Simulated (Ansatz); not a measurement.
A nudged elastic band was laid between two geometries of Cl$_{2}$GaH (4 atoms, charge 0, multiplicity 1).

Computed with Ansatz 0.2.0, RKS revPBE/def2-SVP.

* movable images: 5
* climbing image: yes
* spring: 5.0 eV/Å²
* optimiser: quadratic models (default)
* start path: through a guess of the saddle point
* force threshold: 0.05 eV/Å
* iteration limit: 60
* end points: relaxed

First end point:

```xyz
4
Properties=species:S:1:pos:R:3
Ga 0.317 0.000 0.382
H 0.091 0.000 1.928
Cl 2.300 0.000 -0.490
Cl -1.331 0.000 -1.024
```

Last end point:

```xyz
4
Properties=species:S:1:pos:R:3
Ga -1.329 0.000 0.347
H 2.077 0.000 1.821
Cl 2.166 0.000 0.525
Cl -1.536 0.000 -1.897
```

Question: What changes between the two ends?

Answer: Bonds broken: Ga1–H2, Ga1–Cl3. Bonds formed: H2–Cl3. Cl2GaH becomes ClGa + ClH.

Question: What energy profile does the band end with?

Answer: It converged. The highest image is number 2 of 0 to 6, 183.4 kJ/mol above the first end and 100.7 kJ/mol above the last; the last end lies 82.7 kJ/mol above the first. Neighbouring images differ by up to 1.2 eV, so the band resolves the path poorly. A vibrational analysis at the climbing image gives one clearly imaginary mode, 907i cm⁻¹: a first-order saddle point. The orbitals stay closed-shell, which can raise the energy where a bond breaks towards radicals; this wasn't checked here.

```tsv
image	path coordinate (Å)	energy (kJ/mol)	Ga1–H2 (Å)	Ga1–Cl3 (Å)	H2–Cl3 (Å)
0	0.00	0.0	1.56	2.17	3.28
1	0.70	65.7	1.54	2.21	2.55
2	1.40	183.4	1.63	2.51	1.83
3	1.87	123.0	1.96	2.79	1.40
4	2.34	90.9	2.52	3.26	1.31
5	2.81	84.8	3.11	3.42	1.30
6	3.28	82.7	3.71	3.50	1.30
```

Question: What is the geometry of the highest image?

Answer: 
```xyz
4
Properties=species:S:1:pos:R:3
Ga -0.299 0.000 0.515
H 1.007 0.000 1.489
Cl 2.177 0.000 0.086
Cl -1.508 0.000 -1.294
```

The run took 86 s on 1 thread of Arm Neoverse V1, on a shared host, peak memory 0.12 GiB.
